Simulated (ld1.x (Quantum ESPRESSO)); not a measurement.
Values are calculated unless marked as measured or tabulated.
**Pseudopotentials across the periodic table**

Generated with ld1.x 7.5 (TM, RRKJ, ultrasoft, PAW), atompaw 4.2 or ONCVPSP 4.0.1. The cutoff is in Ry: for ld1.x and atompaw files where the sum of valence levels is converged to 10 mRy in a Bessel basis, for ONCV files where the hardest occupied wave has 1 mHa per electron of residual kinetic energy. The error is the largest all-electron minus pseudo excitation energy over each file’s own four to seven test configurations (ionisations up to +4, promotions, holes and added fractions of an electron), all of which were solved. The labels leave out finer settings (local radius, basis sizes, second energies), which also bear on the numbers. Spin-polarised tests are not counted. The rows are a selection from randomly drawn settings: files with unsolved tests, undetermined cutoffs or missed reference levels are left out.

```csv
element,potential,cutoff (Ry),largest error (meV),bound ghosts
O,"TM semilocal, PBEsol, non-relativistic, rc 0.95/1.40 (sp), local p, core correction yes, reference 2s2 2p2",80,+308,none
Si,"TM, BLYP, non-relativistic, rc 1.95/1.60 (sp), local smoothed, core correction no, reference 3s2 3p2",15,+347,none
P,"TM, LDA (PZ), scalar-relativistic, rc 1.60/2.05/1.55 (spd), local p, core correction yes, reference 3s2 3p3",21,+286,none
S,"PAW, PBE, scalar-relativistic, rc 1.35/1.20/1.50 (spd), local smoothed, core correction yes, reference 3s2 3p4",25,-100,none
S,"TM semilocal, Wu–Cohen, scalar-relativistic, rc 1.20/1.40/1.10 (spd), local p, core correction no, reference 3s2 3p4",50,+95,none
Ti,"TM semilocal, LDA (PZ), scalar-relativistic, rc 2.50/1.15/2.45 (spd), local s, core correction yes, reference 3p6 3d2 4s0 4p0",80,-559,none
Ti,"RRKJ, BLYP, fully relativistic, rc 2.10/4.15/2.20 (spd), local s, core correction yes, reference 3d2 4s2 4p0",35,-327,none
```

**Question.** Fill in the row for Cd: RRKJ, LDA (PZ), scalar-relativistic, rc 2.55/3.10/3.35 (spd), local s, core correction yes, reference 5s1.75 5p0.25.

**Answer.** cutoff 8 Ry, largest error -201 meV, bound ghosts: none.
